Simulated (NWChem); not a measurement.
# CdSiH3I; SMILES [Cd]([SiH3])[I]

Program: NWChem. Structure relaxed at the PBE0/def2-SVP level. def2 effective core potentials on Cd, I; no spin-orbit coupling.

For level HCTH/407/def2-SVP:

```yaml
highest occupied level (eV): -6.24
orbital gap (eV): 4.23
dipole (D): 2.17
```

How do the values read with level LC-BLYP (range parameter 0.33 per bohr)/def2-SVP instead?

highest occupied level (eV): -9.46
orbital gap (eV): 9.82
dipole (D): 2.31
